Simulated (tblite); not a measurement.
C6H3F3S.
Atom-mapped SMILES: `[F:1][C:2]([F:3])=[C:4]([F:5])[c:6]1[cH:7][cH:8][cH:9][s:10]1` (hydrogens: H11 on C7; H12 on C8; H13 on C9)

Computed with GFN2-xTB (tblite), gas phase: Langevin dynamics at 400 K from the optimised GFN2-xTB geometry, time step 0.5 fs, friction 0.01 fs⁻¹, 2000 steps. The instantaneous temperature is 2·E(kin)/(3Nk) with all 3N coordinates.

| t (fs) | T (K) | E(pot) above start (eV) | F1–C2 (Å) | C2–F3 (Å) | C2=C4 (Å) | C4–F5 (Å) | C4–C6 (Å) | C7–H11 (Å) | C2–C4–C6–C7 (°) |
| --- | --- | --- | --- | --- | --- | --- | --- | --- | --- |
| 0 | 333 | 0.000 | 1.325 | 1.328 | 1.338 | 1.350 | 1.438 | 1.075 | 180 |
| 50 | 289 | 0.405 | 1.330 | 1.302 | 1.319 | 1.331 | 1.460 | 1.056 | 179 |
| 100 | 299 | 0.436 | 1.324 | 1.349 | 1.345 | 1.364 | 1.443 | 1.072 | 165 |
| 150 | 341 | 0.560 | 1.328 | 1.353 | 1.373 | 1.347 | 1.427 | 1.071 | 165 |
| 200 | 451 | 0.404 | 1.290 | 1.334 | 1.324 | 1.378 | 1.481 | 1.089 | 165 |
| 250 | 412 | 0.557 | 1.370 | 1.343 | 1.335 | 1.273 | 1.424 | 1.037 | 150 |
| 300 | 352 | 0.403 | 1.306 | 1.322 | 1.339 | 1.385 | 1.482 | 1.078 | 139 |
| 350 | 294 | 0.439 | 1.311 | 1.345 | 1.329 | 1.348 | 1.431 | 1.085 | 146 |
| 400 | 362 | 0.512 | 1.371 | 1.317 | 1.371 | 1.346 | 1.471 | 1.039 | 154 |
| 450 | 595 | 0.414 | 1.349 | 1.350 | 1.331 | 1.358 | 1.419 | 1.075 | 147 |
| 500 | 422 | 0.625 | 1.293 | 1.342 | 1.390 | 1.334 | 1.417 | 1.097 | 173 |
| 550 | 468 | 0.514 | 1.335 | 1.344 | 1.321 | 1.415 | 1.430 | 1.072 | 164 |
| 600 | 410 | 0.506 | 1.372 | 1.294 | 1.372 | 1.374 | 1.436 | 1.062 | 154 |
| 650 | 358 | 0.372 | 1.312 | 1.333 | 1.347 | 1.297 | 1.465 | 1.088 | 155 |
| 700 | 281 | 0.505 | 1.341 | 1.317 | 1.338 | 1.376 | 1.520 | 1.100 | 172 |
| 750 | 358 | 0.502 | 1.399 | 1.342 | 1.354 | 1.329 | 1.449 | 1.036 | 175 |
| 800 | 295 | 0.926 | 1.304 | 1.305 | 1.325 | 1.409 | 1.477 | 1.107 | -165 |
| 850 | 469 | 0.628 | 1.343 | 1.422 | 1.364 | 1.306 | 1.439 | 1.104 | -146 |
| 900 | 439 | 0.691 | 1.302 | 1.344 | 1.324 | 1.429 | 1.474 | 1.031 | -162 |
| 950 | 571 | 0.520 | 1.349 | 1.336 | 1.378 | 1.338 | 1.443 | 1.135 | -143 |
| 1000 | 533 | 0.850 | 1.351 | 1.363 | 1.309 | 1.344 | 1.457 | 1.090 | -126 |

Task: From 500 fs on, how do temperature and potential energy compare with equipartition?

Result: The mean temperature of these 11 frames is 418 K against the target 400 K, and the mean potential energy 0.60 eV against 33 × kT/2 = 0.57 eV for 33 classical harmonic modes. For 13 atoms in a canonical ensemble the temperature itself scatters by T·√(2/(3N)) = 91 K; here its standard deviation is 87 K. The whole run lasts only 10 friction times of 100 fs, so these averages carry a wide statistical error.

Task: What are the kinetic and total energies of the listed frame with the highest potential energy?

Result: The one at 800 fs, 0.926 eV above the start. Its kinetic energy is 3NkT/2 = 0.496 eV at 295 K, so the sum is 1.42 eV; over the listed frames the sum runs from 0.56 to 1.74 eV, since the thermostat adds and removes energy.

Task: How much do the listed bonds fluctuate from 500 fs on?

Result: 
| bond | at the start (Å) | mean (Å) | standard deviation (Å) |
| --- | --- | --- | --- |
| F1–C2 | 1.325 | 1.336 | 0.031 |
| C2–F3 | 1.328 | 1.340 | 0.032 |
| C2=C4 | 1.338 | 1.348 | 0.025 |
| C4–F5 | 1.350 | 1.359 | 0.043 |
| C4–C6 | 1.438 | 1.455 | 0.027 |
| C7–H11 | 1.075 | 1.084 | 0.030 |

The motion is classical and holds no zero-point motion.

The cost below is that of the whole dynamics run. Hardware: one thread, Arm Neoverse N1 (aarch64), no GPU, shared host. Cost: 22 s of wall time, 0.18 GiB resident at most.
